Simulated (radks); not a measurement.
The numbers below are computed, except where a source is named.
Species: the tungsten ion W+. Configuration: [Xe] 4f14 5d4 6s1 (the NIST ground configuration).

Level of theory: scalar-relativistic Kohn-Sham, PBE, spin-polarised, spherical densities, finite nucleus; open shells are filled with parallel spins first (spin-orbit coupling, left out, can overturn this in heavy ions); Fermi nuclear charge, rms radius 5.3658 fm (a radial shooting solver on a logarithmic mesh with Libxc functionals).

Energy parts (hartree):
| part | energy |
|---|---|
| total | -16139.7967 |
| kinetic | 17777.2732 |
| electron-nucleus | -39881.4488 |
| Hartree | 6287.0028 |
| exchange-correlation | -322.6240 |

Orbitals (lengths in bohr, moments of r in powers of bohr; <r^-3> diverges for s and p1/2; r(90%) holds 90 % of the orbital's charge):
| orbital | occ. | eigenvalue (hartree) | <r^-3> | r(90%) | <r^2> | <1/r> |
|---|---|---|---|---|---|---|
| 1s up | 1 | -2553.239 | - | 0.0334 | 0.0004631 | 87.05 |
| 1s down | 1 | -2553.239 | - | 0.0334 | 0.0004631 | 87.05 |
| 2s up | 1 | -440.9280 | - | 0.120 | 0.007121 | 20.35 |
| 2s down | 1 | -440.9215 | - | 0.120 | 0.007121 | 20.35 |
| 2p up | 3 | -385.7362 | 19750 | 0.113 | 0.005892 | 18.45 |
| 2p down | 3 | -385.7310 | 19750 | 0.113 | 0.005891 | 18.45 |
| 3s up | 1 | -101.7497 | - | 0.295 | 0.04622 | 7.538 |
| 3s down | 1 | -101.7479 | - | 0.295 | 0.04622 | 7.538 |
| 3p up | 3 | -85.39760 | 4404 | 0.301 | 0.04698 | 6.961 |
| 3p down | 3 | -85.39554 | 4404 | 0.301 | 0.04698 | 6.961 |
| 3d up | 5 | -66.56491 | 565.9 | 0.283 | 0.03897 | 6.577 |
| 3d down | 5 | -66.56074 | 565.9 | 0.283 | 0.03897 | 6.577 |
| 4s up | 1 | -21.19850 | - | 0.645 | 0.2282 | 3.203 |
| 4s down | 1 | -21.19285 | - | 0.645 | 0.2282 | 3.203 |
| 4p up | 3 | -15.83285 | 1023 | 0.695 | 0.2599 | 2.911 |
| 4p down | 3 | -15.82755 | 1023 | 0.694 | 0.2599 | 2.911 |
| 4d up | 5 | -9.02527 | 112.4 | 0.767 | 0.3031 | 2.589 |
| 4d down | 5 | -9.01886 | 112.5 | 0.766 | 0.3028 | 2.590 |
| 4f up | 7 | -1.48716 | 19.01 | 1.01 | 0.4695 | 2.080 |
| 4f down | 7 | -1.47278 | 19.16 | 1.00 | 0.4592 | 2.089 |
| 5s up | 1 | -3.19383 | - | 1.54 | 1.290 | 1.247 |
| 5s down | 1 | -3.13263 | - | 1.53 | 1.270 | 1.258 |
| 5p up | 3 | -1.88809 | 144.5 | 1.84 | 1.789 | 1.045 |
| 5p down | 3 | -1.80464 | 149.6 | 1.82 | 1.749 | 1.059 |
| 5d up | 4 | -0.46855 | 7.041 | 3.06 | 4.520 | 0.6667 |
| 5d down | 0 | -0.35363 | 7.342 | 3.07 | 4.538 | 0.6734 |
| 6s up | 1 | -0.47807 | - | 4.22 | 9.480 | 0.4365 |

The highest occupied level is 5d up at -12.750 eV. The spin density at the nucleus is 80.71 e/bohr^3 (1s 0.26, 2s -1.12, 3s 0.25, 4s 1.33, 5s -18.45, 6s 98.45). Summed over all electrons, <r^2> = 53.09 bohr^2, which gives a Langevin (diamagnetic) susceptibility term of -42.1 x 10^-6 cm^3/mol. The electron density at the nucleus is 1.516e+06 e/bohr^3 (large components only). Spin moment in Bohr magnetons: 5. The density falls to 0.001 e/bohr^3 at r = 4.26 bohr. For comparison, the ionisation energy in NIST's Atomic Spectra Database is 16.4 eV (semi-empirical). In exact Kohn-Sham theory the highest level is minus the ionisation energy, but local and semilocal functionals leave it too shallow, through self-interaction and a potential that decays too fast; potentials with the right tail come closer.
